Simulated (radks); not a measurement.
Question: Species: Mo14.125+. Configuration: [He] 2s2 2p(1/2: 2, 3/2: 3.875) 3s2 3p6 3d10 (fractional occupations, a model configuration). All-electron calculation, Dirac Kohn-Sham, BLYP, spin-unpolarised, spherical densities, finite nucleus; Fermi nuclear charge, rms radius 4.4091 fm. Program: a radial shooting solver on a logarithmic mesh with Libxc functionals. Some entries of the table are withheld. Estimate them.

orbital   occ.  eigenvalue (eV)  r(max) (bohr)  <r> (bohr)
1s1/2        2        -20157.31        0.02287     0.03516
2s1/2        2        -3122.429            (1)      0.1531
2p1/2        2        -2901.745         0.1007      0.1304
2p3/2    3.875        -2794.537         0.1045      0.1350
3s1/2        2        -780.0815         0.3813      0.4234
3p1/2        2        -695.4077         0.3677      0.4164
3p3/2        4        -677.2188         0.3768      0.4263
3d3/2        4        -527.6414            (2)      0.4001
3d5/2        6        -524.0983            (3)      0.4033

Answer: 
(1) 2s1/2 r(max) (bohr): 0.1296
(2) 3d3/2 r(max) (bohr): 0.3156
(3) 3d5/2 r(max) (bohr): 0.3183
